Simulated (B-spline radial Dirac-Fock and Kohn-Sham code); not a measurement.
**X-ray scattering factor of Ti⁺**

System: Ti⁺, [Ar] 3d3 (not the ground configuration).

Calculated with an atomic code on a B-spline grid, using configuration-average Dirac-Fock orbitals. f₀ is the Fourier transform of the spherical electron density, S the Waller-Hartree incoherent function, and s = sin θ/λ.

```tsv
s (Å⁻¹)	f₀	S
0	21.000	0.000
0.05	20.591	0.519
0.1	19.495	1.773
0.15	17.996	3.249
0.2	16.353	4.676
0.25	14.737	5.989
0.3	13.244	7.185
0.35	11.925	8.267
0.4	10.800	9.239
0.45	9.864	10.104
0.5	9.101	10.866
0.6	7.985	12.111
0.7	7.236	13.065
0.8	6.679	13.831
0.9	6.202	14.487
1	5.750	15.074
1.1	5.305	15.612
1.2	4.864	16.104
1.4	4.029	16.956
1.6	3.307	17.636
1.8	2.728	18.165
2	2.287	18.572
2.5	1.636	19.248
3	1.339	19.672
3.5	1.171	19.983
4	1.044	20.227
5	0.820	20.569
6	0.627	20.766
```

f₀ starts at the number of electrons, 21, and has fallen to half at s ≈ 0.42 Å⁻¹. The sum of ⟨r²⟩ over the electrons is 22.90 bohr².
